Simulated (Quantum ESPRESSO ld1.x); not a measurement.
Q: The mean radii <r> (bohr) of the occupied orbitals of an atom or ion are listed with their occupations. Calculated with ld1.x of Quantum ESPRESSO 7.5: Dirac Kohn-Sham, relativistic LDA (MacDonald-Vosko exchange, VWN5 correlation), spin-unpolarised, spherical densities, point nucleus.

| orbital | occ. | <r> |
|---|---|---|
| 1s1/2 | 2 | 0.02467 |
| 2s1/2 | 2 | 0.1050 |
| 2p1/2 | 2 | 0.08814 |
| 2p3/2 | 4 | 0.09432 |
| 3s1/2 | 2 | 0.2784 |
| 3p1/2 | 2 | 0.2678 |
| 3p3/2 | 4 | 0.2798 |
| 3d3/2 | 4 | 0.2503 |
| 3d5/2 | 6 | 0.2540 |
| 4s1/2 | 2 | 0.6151 |
| 4p1/2 | 2 | 0.6259 |
| 4p3/2 | 4 | 0.6482 |
| 4d3/2 | 2.4 | 0.6706 |
| 4d5/2 | 3.6 | 0.6774 |

Name the element and its charge. Open shells, if any, are shared by 2j + 1.

A: Z = 58, cerium, charge +16: Ce16+ in [Kr] 4d6. The 1s radius gives Z: for a bare nucleus <r> = (2 gamma + 1)/(2Z) with gamma = sqrt(1 - (Z/c)^2), 0.02424 bohr for Z = 58, and screening makes it slightly larger (0.02467 here). The occupations add up to 42, and the charge is Z minus that.
